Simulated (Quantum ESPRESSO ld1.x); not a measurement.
The numbers below are computed, except where a source is named.
These are the eigenvalues of the occupied orbitals of an atom or ion with whole-number occupations (hartree). Code: ld1.x of Quantum ESPRESSO 7.5. Model: Dirac Kohn-Sham, PBEsol, spin-unpolarised, spherical densities, point nucleus.

1s1/2: -1654.79
2s1/2: -271.046
2p1/2: -256.815
2p3/2: -236.243
3s1/2: -61.1206
3p1/2: -55.0211
3p3/2: -50.8862
3d3/2: -40.2799
3d5/2: -39.3840
4s1/2: -14.1467
4p1/2: -11.8208
4p3/2: -10.9044
4d3/2: -7.07029
4d5/2: -6.90521
5s1/2: -3.65574
5p1/2: -2.96196
5p3/2: -2.80324
4f5/2: -2.45064

Which element is it, and in what charge state? The configuration may be excited. Open shells, if any, fill j = l - 1/2 first.

Answer. Z = 61, promethium, charge +5: Pm5+ in [Kr] 4d10 4f3 5s2 5p5. The list shows which subshells hold electrons but not how many an open one holds; the 1s level, -1654.8 hartree, gives Z - s = 57.5 by -(Z - s)^2/2, which with screening and relativity narrows Z to a few neighbours, and the depths of the outer levels then fix element, charge and occupations together.
